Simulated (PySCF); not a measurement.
Method used: delta-SCF UKS SCAN, pcX-2 on the ionised atom, pcseg-1 elsewhere, spin-free X2C in PySCF. Geometries: PBE0-D3(BJ)/def2-SVP; isolated species, one conformer each. Values against the vacuum level.

Question: Order these sites by rising C 1s binding energy.
A. C3 in `[CH3:1][SiH2:2][C@H:3]([F:4])[CH2:5][SiH3:6]`
B. Carbon in `N#CN` (CH2N2)
C. C2 in `[CH3:1][C:2](=[S:3])[SiH2:4][OH:5]`
D. C5 in `[F:1][C:2]([F:3])([F:4])[c:5]1[cH:6][n:7][se:8][cH:9]1`

Answer: D (291.52 eV), C (291.84 eV), A (292.31 eV), B (293.31 eV).

From the lowest up, the atoms are bonded to: 2 C (aromatic in the SMILES) and C (291.52); S (double bond), C and Si (291.84); F, C, H and Si (292.31); N (triple bond) and N (293.31).

1 of these hole states is spin-contaminated (⟨S²⟩ 0.99, against 0.75; counted from 0.85) and less certain.
